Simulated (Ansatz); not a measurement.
Consider the formal exchange of groups at the Sb–C bond: `[CH3][SbH2]` + propane → `C[CH](C)[SbH2]` + CH₄.

Program: Ansatz. Geometries: PBE0-D4/def2-TZVP. ΔE: electronic, gas phase. CCSD(T)/CBS is the MP2 limit (def2-TZVPP, def2-QZVPP) plus CCSD(T) − MP2 in def2-TZVPP, frozen cores. This one scheme is used for every species. DFT in def2-TZVPP. Elements past krypton have def2 core potentials. For Sb outer-core shells are correlated without core-valence functions, which leaves a few kJ/mol of doubt a bond.

```json
{"level": "BLYP-D4", "ΔE (kJ/mol)": "-5.1"}
{"level": "ωB97X-V", "ΔE (kJ/mol)": "1.0"}
{"level": "B2PLYP", "ΔE (kJ/mol)": "1.8"}
{"level": "PBE-QIDH", "ΔE (kJ/mol)": "-0.5"}
{"level": "revPBE", "ΔE (kJ/mol)": "6.7"}
{"level": "BLYP", "ΔE (kJ/mol)": "7.5"}
{"level": "HF/def2-TZVPP", "ΔE (kJ/mol)": "14.9"}
{"level": "MP2/def2-QZVPP", "ΔE (kJ/mol)": "-9.6"}
```

Task: What does CCSD(T)/CBS give? (Estimate.)

Result: Ansatz gave: -4.8 kJ/mol. The listed levels differ from it by -0.3, 5.8, 6.6, 4.3, 11.5, 12.3, 19.7, -4.8 kJ/mol.

Largest T1 diagnostic among the species: 0.013.

Leaving LDA and LC-ωPBE aside and taking each functional with its dispersion term where it has one, the values, not all of them listed here, spread over 7.4 kJ/mol, from revPBE-D4 to B2PLYP. LDA lies −7.5 kJ/mol from PBE without D4. The D4 term adds −10.2 kJ/mol with B3LYP and −5.6 kJ/mol with PBE0; it sums over pairs of atoms, weighted by their polarisabilities, and B3LYP, whose exchange is more repulsive, gets the larger term.

B3LYP here is the variant with VWN-RPA as its local correlation; programs differ in this.
